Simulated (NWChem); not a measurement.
System: CH9NSi2; SMILES C[SiH2]N[SiH3]

Input file for NWChem:

```
start job
memory heap 200 mb stack 900 mb global 1100 mb
geometry units angstroms noautosym nocenter noautoz
  C      0.581320     2.458232    -0.259016
  Si    -0.555419     1.053062     0.243517
  N      0.324052    -0.425121     0.546345
  Si     0.119723    -2.005925    -0.149922
  H      1.135259     2.208462    -1.176907
  H      0.001681     3.377170    -0.442196
  H      1.314475     2.679302     0.533064
  H     -1.321674     1.484481     1.458848
  H     -1.529829     0.745648    -0.846405
  H      1.015431    -0.370692     1.291336
  H      1.426870    -2.558245    -0.628460
  H     -0.815471    -1.876370    -1.304943
  H     -0.443786    -3.005014     0.814702
end
basis spherical
  C library 6-31g*
  Si library 6-31g*
  N library 6-31g*
  H library 6-31g*
end
dft
  xc m06-2x
  iterations 150
end
cosmo
  do_cosmo_smd true
  solvent dmf
end
task dft energy
```

Excerpt of the output:

```
             Northwest Computational Chemistry Package (NWChem) 7.3.0
             --------------------------------------------------------

                             Geometry "geometry" -> ""
                             -------------------------

 Output coordinates in angstroms (scale by  1.889725989 to convert to a.u.)

  No.       Tag          Charge          X              Y              Z
 ---- ---------------- ---------- -------------- -------------- --------------
    1 C                    6.0000     0.58132000     2.45823200    -0.25901600
    2 Si                  14.0000    -0.55541900     1.05306200     0.24351700
    3 N                    7.0000     0.32405200    -0.42512100     0.54634500
    4 Si                  14.0000     0.11972300    -2.00592500    -0.14992200
    5 H                    1.0000     1.13525900     2.20846200    -1.17690700
    6 H                    1.0000     0.00168100     3.37717000    -0.44219600
    7 H                    1.0000     1.31447500     2.67930200     0.53306400
    8 H                    1.0000    -1.32167400     1.48448100     1.45884800
    9 H                    1.0000    -1.52982900     0.74564800    -0.84640500
   10 H                    1.0000     1.01543100    -0.37069200     1.29133600
   11 H                    1.0000     1.42687000    -2.55824500    -0.62846000
   12 H                    1.0000    -0.81547100    -1.87637000    -1.30494300
   13 H                    1.0000    -0.44378600    -3.00501400     0.81470200

 Effective nuclear repulsion energy (a.u.)     220.9973123164

                                 NWChem DFT Module
                                 -----------------

 Summary of "ao basis" -> "ao basis" (spherical)
 ------------------------------------------------------------------------------
       Tag                 Description            Shells   Functions and Types
 ---------------- ------------------------------  ------  ---------------------
 C                           6-31g*                  6       14   3s2p1d
 Si                          6-31g*                  8       18   4s3p1d
 N                           6-31g*                  6       14   3s2p1d
 H                           6-31g*                  2        2   2s

 in cosmo_initialize ...
 calling solv_data for solv:dmf

[...]

                                COSMO-SMD solvation results
                                ---------------------------

             internal energy in gas <Psi(g)|H|Psi(g)> =      -677.152380117928
         internal energy in solvent <Psi(s)|H|Psi(s)> =      -677.151795401542
                               delta internal energy  =         0.000584716386 (    0.37 kcal/mol)
   total free energy in solvent <Psi(s)|H+V/2|Psi(s)> =      -677.157061785291
 polarization energy contribution <Psi(s)|V/2|Psi(s)> =        -0.005266383750 (   -3.30 kcal/mol)
    total free energy in solvent including G(SMD-CDS) =      -677.155123809799
                       G(SMD-CDS) energy contribution =         0.001937975492 (    1.22 kcal/mol)
     1 M fixed-concentration free energy of solvation =        -0.002743691872 (   -1.72 kcal/mol)

                       DFT Final Molecular Orbital Analysis
                       ------------------------------------

 Vector   23  Occ=2.000000D+00  E=-3.847623D-01
              MO Center= -5.3D-01,  3.5D-01,  3.6D-01, r^2= 5.8D+00
   Bfn.  Coefficient  Atom+Function         Bfn.  Coefficient  Atom+Function
  ----- ------------  ---------------      ----- ------------  ---------------
    23      0.301192   2 Si pz               72      0.260057   8 H  s
    71      0.214120   8 H  s                82     -0.185648  13 H  s
    55     -0.172899   4 Si pz               74     -0.150656   9 H  s
     5     -0.149054   1 C  pz               81     -0.149376  13 H  s
    19     -0.123534   2 Si pz               73     -0.122582   9 H  s

 Vector   24  Occ=2.000000D+00  E=-3.748989D-01
              MO Center= -1.1D-01,  8.9D-01, -2.4D-01, r^2= 4.8D+00
   Bfn.  Coefficient  Atom+Function         Bfn.  Coefficient  Atom+Function
  ----- ------------  ---------------      ----- ------------  ---------------
    22     -0.244852   2 Si py                4      0.243590   1 C  py
    74      0.239676   9 H  s                21     -0.224325   2 Si px
     3      0.207901   1 C  px               73      0.191629   9 H  s
    78      0.156738  11 H  s                 8      0.149683   1 C  py
    53      0.140158   4 Si px                7      0.128928   1 C  px

 Vector   25  Occ=2.000000D+00  E=-3.081666D-01
              MO Center=  1.6D-01, -2.7D-01,  4.5D-01, r^2= 3.7D+00
   Bfn.  Coefficient  Atom+Function         Bfn.  Coefficient  Atom+Function
  ----- ------------  ---------------      ----- ------------  ---------------
    35      0.320222   3 N  px               37     -0.320052   3 N  pz
    39      0.298818   3 N  px               41     -0.299104   3 N  pz
    82      0.213099  13 H  s                72      0.207701   8 H  s
    78     -0.176368  11 H  s                 4      0.149137   1 C  py
     6     -0.126700   1 C  s                71      0.120444   8 H  s

 Vector   26  Occ=0.000000D+00  E= 5.279562D-02
              MO Center=  2.2D-02, -1.2D+00,  9.5D-02, r^2= 6.5D+00
   Bfn.  Coefficient  Atom+Function         Bfn.  Coefficient  Atom+Function
  ----- ------------  ---------------      ----- ------------  ---------------
    38      1.034239   3 N  s                58     -0.796763   4 Si py
    59     -0.520301   4 Si pz               26      0.374266   2 Si py
    25     -0.344648   2 Si px               80     -0.270552  12 H  s
    27     -0.218534   2 Si pz               57     -0.208293   4 Si px
    54     -0.183273   4 Si py               74     -0.172054   9 H  s

[...]
```

Level: M06-2X/6-31G* (spherical d), SMD on the gas-phase geometry. Structure relaxed at the PBE0/def2-SVP level. No frequency run checked for a minimum. Solvent: N,N-dimethylformamide.
